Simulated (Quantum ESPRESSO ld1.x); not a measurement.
Valence configurations of Lu IV (all share [Xe]). Method: scalar-relativistic Kohn-Sham, LDA (Slater exchange, VWN5 correlation), spin-polarised, spherical densities, point nucleus; open shells are filled with parallel spins first; computed with ld1.x of Quantum ESPRESSO 7.5. Order these by energy: 4f13 6s1; 4f13.5 5d0.5; 4f12 5d1 6s1; 4f13 6p1; 4f12 6p2; 4f13 5d1; 4f11 6s1 6p2; 4f14; 4f12 5d2; 4f11 5d1 6p2.

Answer. From the lowest, in eV above it: 4f14 0.000; 4f13.5 5d0.5 6.199; 4f13 5d1 13.584; 4f13 6s1 15.420; 4f13 6p1 22.335; 4f12 5d2 32.302; 4f12 5d1 6s1 35.309; 4f12 6p2 54.183; 4f11 5d1 6p2 81.962; 4f11 6s1 6p2 88.585. NIST lists [Xe] 4f14 as the ground configuration; this level of theory agrees among the configurations tried. The energies are those of spherical high-spin densities, not of single terms.
